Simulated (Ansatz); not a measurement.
Consider the ligand exchange at a B–C bond: `BBCC` + `C[SiH](O)F` → `BBO[SiH](C)F` + `CC`.

Gas-phase electronic energies from Ansatz, PBE0-D4/def2-TZVP geometries. CBS: MP2 limit from def2 TZ/QZ plus the TZ coupled-cluster correction, frozen cores. This one scheme is used for every species. DFT in def2-TZVPP. Each species was taken in one conformer, which may not be the lowest.

CCSD(T)/CBS gives -29.3 kcal/mol.

Q: Another level gave -29.9 kcal/mol. Which?
A. BHLYP/def2-TZVPP
B. CCSD(T)/def2-TZVPP
C. ωB97M-V/def2-TZVPP
D. HF/def2-TZVPP

A: B. CCSD(T)/def2-TZVPP -29.9, ωB97M-V -28.8, BHLYP -31.2, HF/def2-TZVPP -33.2 kcal/mol.

Largest T1 diagnostic among the species: 0.012.

From BLYP to BHLYP (50 % exact exchange), in def2-TZVPP and without D4, ΔE moves by −1.6 kcal/mol. At CCSD(T), def2-SVP lies −4.9 kcal/mol from the extrapolated value and def2-TZVPP −0.6 kcal/mol.
